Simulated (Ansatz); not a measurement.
```yaml
crystal:
  periodic: [false, false, false]
  atoms:
    - {symbol: F, position_ang: [0.360771, -0.798363, 1.121181]}
    - {symbol: Se, position_ang: [0.268407, -0.096962, -0.414522]}
    - {symbol: F, position_ang: [-0.976508, 1.020805, -0.170263]}
    - {symbol: F, position_ang: [-1.012103, -1.277702, -0.751791]}
    - {symbol: F, position_ang: [1.359423, 1.152233, 0.215395]}
basis:
  gaussian: {orbitals: def2-SVPD, nuclear_model: gaussian}
hamiltonian: {xc: {name: TPSS}}
accuracy: high
scf: {lower_state_search: full}
```

```sh
$ ansatz run in.yaml --threads 4 --pin off --events-out ev --progress --plain --max-ram 10444MiB
```

It prints (some lines left out):

```
Error: YAML parse error: error: line 11 column 19: hamiltonian.xc: no functional is named "TPSS"; the names, which are not case-sensitive, are SVWN5, SPW92, PBE, PBE0, PBEsol, revPBE, revPBE0, RPBE, rPW86-PBE, HSE06, wPBEh, LC-wPBE, HISS, HF, BLYP, B3LYP, B3LYP5, BHLYP, CAM-B3LYP, r2SCAN, r2SCANh, r2SCAN0, r2SCAN50, m-r2SCAN, B97, wB97, wB97X, wB97X-V, B97M-V, wB97M-V, B2PLYP, B2GP-PLYP, PBE0-DH, PBE-QIDH
 9 | basis:
10 |   gaussian: {orbitals: def2-SVPD, nuclear_model: gaussian}
11 | hamiltonian: {xc: {name: TPSS}}
12 | accuracy: high
13 | scf: {lower_state_search: full}
```

Question: Something in this input is off. What?

Answer: The method's name isn't one that the program takes here. The input was rejected before any iteration.

HSE06 is defined as in plane-wave codes.
